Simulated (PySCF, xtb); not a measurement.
5-ethynylpyrimidine (C6H4N2), SMILES c1ncc(C#C)cn1.

Harmonic wavenumbers (cm⁻¹) from GFN2-xTB in xtb 6.7.1 at its own minimum, in rising order: 120, 132, 264, 358, 438, 473, 480, 611, 660, 663, 702, 815, 827, 918, 919, 1025, 1136, 1177, 1225, 1241, 1249, 1386, 1404, 1538, 1548, 2250, 3053, 3055, 3065, 3395.

Problem. What does PBE0-D3(BJ)/def2-SVP in PySCF give at its own minimum? (The exact figures need the calculation; the answer reports its results.)

Solution. 143, 155, 325, 413, 507, 532, 570, 640, 688, 719, 747, 829, 947, 994, 1020, 1060, 1166, 1234, 1269, 1300, 1362, 1469, 1482, 1625, 1675, 2241, 3189, 3190, 3196, 3487. Paired by order, the mean absolute difference is 69 cm⁻¹ and the zero-point energies are 51.7 and 54.6 kcal/mol.
